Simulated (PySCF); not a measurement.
# Choosing a basis for TDDFT

Species: BH8NOSi.
SMILES: `[NH3+][BH2-]O[SiH3]`

TDDFT with PBE0 (PySCF), vertical singlets, core orbitals frozen in the response, spherical d and f functions. The structure is a single PBE0-D3(BJ)/def2-SVP conformer in the gas phase; no vibrational or solvent corrections.

```csv
basis,functions,diffuse,S1 (eV),S2 (eV),S3 (eV),S4 (eV),S5 (eV),LUMO (eV),α (au)
6-31G*,76,no,6.40,6.78,7.68,8.11,8.25,1.16,45.8
6-31+G*,92,yes,5.17,6.24,6.57,6.70,6.80,-0.60,53.9
def2-SVP,100,no,6.13,6.95,7.53,7.98,8.06,0.65,50.0
def2-SVPD,151,yes,5.50,6.48,6.90,7.13,7.23,-0.25,60.6
aug-cc-pVDZ,168,yes,5.05,6.10,6.31,6.43,6.44,-0.78,62.1
def2-TZVP,178,no,5.71,6.52,7.11,7.40,7.54,0.03,56.7
def2-TZVPD,229,yes,5.28,6.29,6.65,6.77,6.83,-0.54,61.5
```

Problem. How much do these states and the polarisability depend on the basis?

Solution. States are compared by their number. Against the largest diffuse basis here (def2-TZVPD, itself not a converged limit), sets without diffuse functions differ by up to 1.11 eV in S1 and 1.42 eV in S5; the smaller diffuse sets differ by up to 0.24 and 0.40 eV. State by state, the largest deviation of a set without diffuse functions is S1 1.11, S2 0.66, S3 1.03, S4 1.33, S5 1.42 eV. The same number needn't mean the same state in each row. Against def2-TZVPD the polarisability deviates by -25% in 6-31G*, -12% in 6-31+G*, -19% in def2-SVP, -1% in def2-SVPD, +1% in aug-cc-pVDZ, -8% in def2-TZVP. A single + in a Pople set puts diffuse functions on heavy atoms only.
